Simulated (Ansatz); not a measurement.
C₂H₇BFGa, SMILES `FBC[CH2][GaH2]` from Hartree–Fock to CCSD(T)

```xyz
12

F    -0.447    1.871    2.084
B    -0.275    1.141    1.000
C    -0.663   -0.353    0.869
C     0.303   -1.081   -0.078
Ga    0.661    0.101   -1.637
H     0.217    1.733    0.048
H    -1.665   -0.324    0.408
H    -0.799   -0.851    1.835
H    -0.113   -2.036   -0.409
H     1.243   -1.304    0.434
H     2.114    0.521   -2.066
H    -0.575    0.583   -2.489
```

Charge 0, multiplicity 1. Correlated methods include outer-core shells of Ga, which these sets cover unevenly. Scalar relativity is left out up to krypton. All single points use the PBE0-D4/def2-TZVP geometry. It is one conformer, not always the lowest. Frozen core, restricted reference, Ansatz 0.2.0.

```tsv
basis	HF (Eh)	MP2 corr.
def2-SVP	-2126.80924	-0.77166
def2-TZVPP	-2127.29623	-0.93258
def2-QZVPP	-2127.34601	-1.23242
```

Problem. Estimate the CCSD correlation energy and the (T) correction in each basis where they were run (hartree).

Solution. 
```
     basis  CCSD corr.       (T)
  def2-SVP    -0.81050  -0.02276
def2-TZVPP    -0.96784  -0.03564
```
